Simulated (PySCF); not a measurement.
PySCF input (BP86/def2-SVP):

```python
from pyscf import gto, dft

mol = gto.M(
    atom='''
    C    -1.04362215    0.14891845   -0.14969924
    S     0.55418527   -0.01630678    0.03077809
    H    -1.39596080    0.95534934   -0.78706621
    H    -1.76903875   -0.49975121    0.32998966
    H     0.55976817   -1.08820041    0.86282249
    ''',
    basis='def2-svp',
    charge=1,
    spin=0,
    verbose=4,
)

mf = dft.RKS(mol, xc='bp86')
mf.grids.level = 3
mf.conv_tol = 1e-9
mf.max_cycle = 100
mf.max_memory = 1500
mf.kernel()
if not mf.converged:
    mf = mf.newton()
    mf.kernel(mf.make_rdm1())
mf.dip_moment()
```

Output:

```
PySCF version 2.14.0

[INPUT] verbose = 4
[INPUT] num. atoms = 5
[INPUT] num. electrons = 24
[INPUT] charge = 1
[INPUT] spin (= nelec alpha-beta = 2S) = 0
[INPUT] symmetry False subgroup None
[INPUT] Mole.unit = angstrom
[INPUT] Symbol           X                Y                Z      unit          X                Y                Z       unit  Magmom
[INPUT]  1 C     -1.043622150000   0.148918450000  -0.149699240000 AA   -1.972160041030   0.281415085395  -0.282890564656 Bohr   0.0
[INPUT]  2 S      0.554185270000  -0.016306780000   0.030778090000 AA    1.047258382568  -0.030815348174   0.058162160737 Bohr   0.0
[INPUT]  3 H     -1.395960800000   0.955349340000  -0.787066210000 AA   -2.637983592629   1.805348605884  -1.487339578799 Bohr   0.0
[INPUT]  4 H     -1.769038750000  -0.499751210000   0.329989660000 AA   -3.342998741243  -0.944392917320   0.623590081338 Bohr   0.0
[INPUT]  5 H      0.559768170000  -1.088200410000   0.862822490000 AA    1.057808534549  -2.056400743539   1.630498200215 Bohr   0.0

nuclear repulsion = 52.7557329114484
number of shells = 23
number of NR pGTOs = 81
number of NR cGTOs = 47
basis = def2-svp
ecp = {}

******** <class 'pyscf.dft.rks.RKS'> ********
method = RKS
initial guess = minao
damping factor = 0
level_shift factor = 0
DIIS = <class 'pyscf.scf.diis.CDIIS'>
diis_start_cycle = 1
diis_space = 8
diis_damp = 0
SCF conv_tol = 1e-09
SCF conv_tol_grad = None
SCF max_cycles = 100
direct_scf = True
direct_scf_tol = 1e-13
XC library pyscf.dft.libxc version 7.1.2
    S. Lehtola, C. Steigemann, M. J. T. Oliveira, and M. A. L. Marques,  SoftwareX 7, 1–5 (2018)
XC functionals = bp86
    A. D. Becke,  Phys. Rev. A 38, 3098 (1988)
    J. P. Perdew,  Phys. Rev. B 33, 8822 (1986)
    J. P. Perdew,  Phys. Rev. B 34, 7406–7406 (1986)
radial grids:
    Treutler-Ahlrichs [JCP 102, 346 (1995); DOI:10.1063/1.469408] (M4) radial grids

becke partition: Becke, JCP 88, 2547 (1988); DOI:10.1063/1.454033
pruning grids: <function nwchem_prune>
grids dens level: 3
symmetrized grids: False
atomic radii adjust function: <function treutler_atomic_radii_adjust>
small_rho_cutoff = 0
Set gradient conv threshold to 3.16228e-05
Initial guess from minao.
tot grids = 62424
init E= -438.041388284378
  HOMO = -0.343686652653985  LUMO = -0.171510106016057  gap/eV = 4.68516
cycle= 1 E= -437.639777659192  delta_E= 0.402  |g|= 0.146  |ddm|= 2.19
  HOMO = -0.609764709070153  LUMO = -0.414880002246145  gap/eV = 5.30308
cycle= 2 E= -437.622451655076  delta_E= 0.0173  |g|= 0.269  |ddm|= 0.544
  HOMO = -0.594994960804272  LUMO = -0.418111328659035  gap/eV = 4.81325
cycle= 3 E= -437.643921177523  delta_E= -0.0215  |g|= 0.0982  |ddm|= 0.367
  HOMO = -0.586259501318365  LUMO = -0.407873122371297  gap/eV = 4.85414
cycle= 4 E= -437.646822693166  delta_E= -0.0029  |g|= 0.00856  |ddm|= 0.083
  HOMO = -0.586878632294416  LUMO = -0.408040238886594  gap/eV = 4.86644
cycle= 5 E= -437.646847017155  delta_E= -2.43e-05  |g|= 0.002  |ddm|= 0.0129
  HOMO = -0.586646651730578  LUMO = -0.407875501565591  gap/eV = 4.86461
cycle= 6 E= -437.64684830794  delta_E= -1.29e-06  |g|= 0.0007  |ddm|= 0.00323
  HOMO = -0.586673983272406  LUMO = -0.407907458023292  gap/eV = 4.86448
cycle= 7 E= -437.646848484627  delta_E= -1.77e-07  |g|= 3.73e-05  |ddm|= 0.000929
  HOMO = -0.586675318863527  LUMO = -0.407908482884273  gap/eV = 4.86449
cycle= 8 E= -437.646848485055  delta_E= -4.28e-10  |g|= 6.57e-06  |ddm|= 4.71e-05
  HOMO = -0.586675999627347  LUMO = -0.407908107044797  gap/eV = 4.86452
Extra cycle  E= -437.646848484985  delta_E= 7.02e-11  |g|= 1.62e-05  |ddm|= 2.19e-05
converged SCF energy = -437.646848484985

WARN: System has nonzero charge 1; the dipole moment is origin-dependent.
Location of origin: [0. 0. 0.]

Dipole moment(X, Y, Z, Debye): -1.53208, -0.74972,  0.53174
```

The dipole moment of an ion depends on the origin.

The geometry given is a B3LYP-D3(BJ)/def2-TZVP minimum.
